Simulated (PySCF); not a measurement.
PySCF 2.14 output of an unrestricted PW91 calculation on a single atom or ion in aug-cc-pV(D+d)Z (5s4p3d, 32 functions), with no relativity, point nucleus:

```
SCF conv_tol = 1e-09
number electrons alpha = 9  beta = 5
    J. P. Perdew. In P. Ziesche and H. Eschrig, editors, Proceedings of the 75. WE-Heraeus-Seminar and 21st Annual International Symposium on Electronic Structure of Solids, 11. Berlin, 1991. Akademie Verlag.
    J. P. Perdew, J. A. Chevary, S. H. Vosko, K. A. Jackson, M. R. Pederson, D. J. Singh, and C. Fiolhais.,  Phys. Rev. B 46, 6671 (1992)
    J. P. Perdew, J. A. Chevary, S. H. Vosko, K. A. Jackson, M. R. Pederson, D. J. Singh, and C. Fiolhais.,  Phys. Rev. B 48, 4978 (1993)
    J. P. Perdew. In P. Ziesche and H. Eschrig, editors, Proceedings of the 75. WE-Heraeus-Seminar and 21st Annual International Symposium on Electronic Structure of Solids, 11. Berlin, 1991. Akademie Verlag.
    J. P. Perdew, J. A. Chevary, S. H. Vosko, K. A. Jackson, M. R. Pederson, D. J. Singh, and C. Fiolhais.,  Phys. Rev. B 46, 6671 (1992)
    J. P. Perdew, J. A. Chevary, S. H. Vosko, K. A. Jackson, M. R. Pederson, D. J. Singh, and C. Fiolhais.,  Phys. Rev. B 48, 4978 (1993)
cycle= 1 E= -340.648163325647  delta_E= -0.00286  |g|= 0.00984  |ddm|= 0.291
cycle= 2 E= -340.648182017572  delta_E= -1.87e-05  |g|= 0.000997  |ddm|= 0.0138
cycle= 3 E= -340.648182191589  delta_E= -1.74e-07  |g|= 2.03e-05  |ddm|= 0.00102
cycle= 4 E= -340.648182191903  delta_E= -3.15e-10  |g|= 2.41e-06  |ddm|= 0.000167
converged SCF energy = -340.648182191903  <S^2> = 6.0000078  2S+1 = 5.0000031
```

The run itself started from symmetry-adapted Hartree-Fock orbitals and held the occupation by maximum overlap, on a logarithmic radial grid, so the iterations belong to that start.

Q: Which element, charge and spin multiplicity is this?

A: P⁺ (phosphorus, charge +1), multiplicity 5; the state was [Ne] 3s1 3p3, high-spin 5S determinant (an excited configuration).
